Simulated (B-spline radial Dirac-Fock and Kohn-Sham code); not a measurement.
## How the binding energies of Hf⁴⁴⁺ add up

System: Hf⁴⁴⁺ in the configuration [Ar] 3d10; nuclear rms radius 5.347 fm (A = 180).

Input of the calculation (task.json; shells as n, l, electrons):

```json
{"items": [{
  "Z": 72,
  "q": 44,
  "cfg": [[1, 0, 2], [2, 0, 2], [2, 1, 6], [3, 0, 2], [3, 1, 6], [3, 2, 10]],
  "A": 180,
  "rrms": 5.347,
  "do": ["binding"]
}]}
```

Command: `python xray_run.py task.json out`

Calculated with an atomic code on a B-spline grid, using Dirac-Fock (average of configuration) total-energy differences with a finite nucleus, the Breit interaction including its frequency dependence, and self-energy and vacuum-polarisation corrections. Electron correlation is not included. Energies are counted from the vacuum level.

All terms are in eV, carry their sign (relaxation lowers the binding energy) and add up to the binding energy; ⟨r⟩ is the mean radius of the orbital in the initial state.

```
subshell  −ε (Koopmans)  relaxation    Breit      QED  binding energy  ⟨r⟩ (bohr)
      1s        67951.1      -50.84  -208.37  -109.53         67582.4       0.019
      2s        13521.4      -18.64   -23.65   -15.91         13463.2       0.080
   2p1/2        12996.5      -22.50   -38.89     0.06         12935.2       0.066
   2p3/2        11795.9      -19.96   -24.02    -1.54         11750.4       0.074
      3s         4678.4       -2.78    -4.97    -3.84          4666.8       0.204
   3p1/2         4450.6       -3.35    -8.10    -0.12          4439.1       0.194
   3p3/2         4177.4       -2.80    -4.83    -0.44          4169.3       0.207
   3d3/2         3807.3       -4.12    -3.89     0.23          3799.5       0.181
   3d5/2         3747.5       -3.82    -2.66     0.07          3741.1       0.185
```

For the deepest level, K (1s), the Breit terms make up -0.308 % of the binding energy, QED -0.162 % and orbital relaxation -0.075 %.

Spin-orbit splittings: 2p 1184.7 eV, 3p 269.7 eV, 3d 58.37 eV.

Going to the tabulated ground configuration of the next ion removes an electron from M5 (3d5/2), computed at 3741.1 eV. NIST lists 3741 ± 4 eV as the ionisation energy of this species (theoretical), -0.12 eV from the computed value, within the stated uncertainty.
